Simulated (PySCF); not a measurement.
Q: Write Cartesian coordinates for `N#C[C@@H]1[C@@H](F)O[C@@H]1C(F)(F)F` as optimised with PBE0-D3(BJ)/def2-SVP.

A: 
```
atom  x, y, z in Å
N1     1.0611    1.7892    2.0824
C2     0.4228    1.3876    1.2057
C3    -0.4103    0.9098    0.1226
C4    -1.5350   -0.1068    0.4019
F5    -2.7693    0.3727    0.1761
O6    -1.1006   -0.9355   -0.6423
C7     0.0756   -0.1758   -0.8610
C8     1.3171   -0.9610   -0.4729
F9     1.2494   -1.3871    0.7865
F10    1.4533   -2.0205   -1.2622
F11    2.3971   -0.1937   -0.6032
H12   -0.8346    1.7655   -0.4233
H13   -1.5272   -0.6092    1.3834
H14    0.1950    0.1469   -1.9078
```

Orientation and origin are arbitrary. Atoms count from 1 in this order. Of the pairs four or more bonds apart, C2···F9 is among the closest relative to their van der Waals radii: 2.93 Å, 92 % of the sum of Bondi's values. O6 (cyclic ether oxygen) is bent (angle 93.2°). The 4-membered ring C3–C4–O6–C7 has internal angles of 83.2° to 93.2° (sum 359°, against 360° for a flat polygon); it is slightly puckered (a soft mode that the optimisation may not have finished), 0.05 Å rms from its mean plane, widest ring torsion 8°. The 4 C–C bonds span 1.448 Å (C2–C3, drawn single) to 1.543 Å (C3–C7, drawn single), a spread of 0.095 Å.

Bonds between heavy atoms (Å): N1≡C2 1.156, C2–C3 1.448, C3–C4 1.541, C4–F5 1.343, C4–O6 1.402, O6–C7 1.417, C7–C8 1.519, C8–F9 1.331, C8–F10 1.328, C8–F11 1.331, C3–C7 1.543.

The calculation used PySCF, PBE0-D3(BJ)/def2-SVP geometry optimisation, gas phase.

Point group: C1 (no symmetry element, even within 0.4 Å). No PBE0-D3(BJ)/def2-SVP frequencies stand behind this structure, so it isn't proved a minimum.

Time: 2.5 min of wall time; peak memory 0.70 GiB. Hardware: one thread, Arm Neoverse V1 (aarch64), no GPU, shared host. These figures are those of the optimisation.
